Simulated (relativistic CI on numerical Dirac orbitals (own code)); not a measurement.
**Slater and spin-orbit integrals, Nd¹²⁺**

Computed by Dirac-Coulomb-Breit CI, orbitals from a KLI potential per configuration, model QED, unscaled Slater integrals (own radial code, finite nucleus).

Slater integrals F^k, G^k are unscaled and averaged over j, outside the closed core [Kr]; ζ comes from projecting the Hamiltonian with its Breit term on Σ l·s of the shell.

- 4d10 5s 4f: G^3(5s,4f) = 30345, ζ(4f) = 1164.5 cm⁻¹; <r>(5s) = 1.238, <r^2>(5s) = 1.704, <r>(4f) = 0.7612, <r^2>(4f) = 0.6845 (bohr units).
- 4d10 5s 5p: G^1(5s,5p) = 105140, ζ(5p) = 31434 cm⁻¹; <r>(5s) = 1.228, <r^2>(5s) = 1.679, <r>(5p) = 1.321, <r^2>(5p) = 1.946 (bohr units).
- 4d10 5s 5d: G^2(5s,5d) = 65983, ζ(5d) = 3348.2 cm⁻¹; <r>(5s) = 1.228, <r^2>(5s) = 1.678, <r>(5d) = 1.495, <r^2>(5d) = 2.504 (bohr units).

Averages of the first 10 configurations, taken without configuration mixing, which lowers the lowest level and can move excited configurations by several eV; other configurations of the list can lie among them:

```json
{"Configuration": "4d10 5s2", "Parity": "even", "States": "1", "Average energy above the lowest level (eV)": "1.0"}
{"Configuration": "4d10 5s 4f", "Parity": "odd", "States": "28", "Average energy above the lowest level (eV)": "10.3"}
{"Configuration": "4d10 5s 5p", "Parity": "odd", "States": "12", "Average energy above the lowest level (eV)": "25.1"}
{"Configuration": "4d10 5s 5d", "Parity": "even", "States": "20", "Average energy above the lowest level (eV)": "64.2"}
{"Configuration": "4d10 4f 5d", "Parity": "odd", "States": "140", "Average energy above the lowest level (eV)": "73.3"}
{"Configuration": "4d10 5s 5f", "Parity": "odd", "States": "28", "Average energy above the lowest level (eV)": "104.6"}
{"Configuration": "4d10 5p 5d", "Parity": "odd", "States": "60", "Average energy above the lowest level (eV)": "90.4"}
{"Configuration": "4d9 5s2 4f", "Parity": "odd", "States": "140", "Average energy above the lowest level (eV)": "126.3"}
{"Configuration": "4d10 5s 5g", "Parity": "even", "States": "36", "Average energy above the lowest level (eV)": "128.6"}
{"Configuration": "4d10 5s 6s", "Parity": "even", "States": "4", "Average energy above the lowest level (eV)": "95.5"}
```
